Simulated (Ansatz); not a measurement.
Basis sets compared for Mg3Cl4⁺. The state is a doublet with charge 1. Geometry PBE0-D4/def2-SVP. Ansatz on 4 threads of Arm Neoverse V1 on a shared host; times are rough, and most runs start from earlier orbitals.

Cartesian coordinates in Å:
```
Mg -0.284 -1.275 1.286
Mg 0.581 -0.699 -1.591
Mg -0.403 2.740 0.427
Cl 1.863 -1.417 0.277
Cl -1.379 -1.760 -0.767
Cl 0.384 1.586 -1.719
Cl -0.761 0.824 2.088
```

The structure comes from a short search, and lower isomers may exist.

| level | functions | energy (Eh) | HOMO (eV) | LUMO (eV) | wall time |
| --- | --- | --- | --- | --- | --- |
| PBE-D4/def2-SVP | 126 | -2439.2670 | -8.19 | -7.34 | 4.2 s |
| PBE0-D4/def2-SVP | 126 | -2439.4819 | -8.74 | -6.58 | 7.5 s |

Q: Estimate the rows for PBE-D4/def2-TZVP (with forces), PBE0-D4/def2-TZVP.

A: 
```csv
level,functions,energy (Eh),HOMO (eV),LUMO (eV),wall time
PBE-D4/def2-TZVP (with forces),244,-2440.1060,-8.15,-7.25,8 s
PBE0-D4/def2-TZVP,244,-2440.3142,-8.72,-6.48,26 s
```
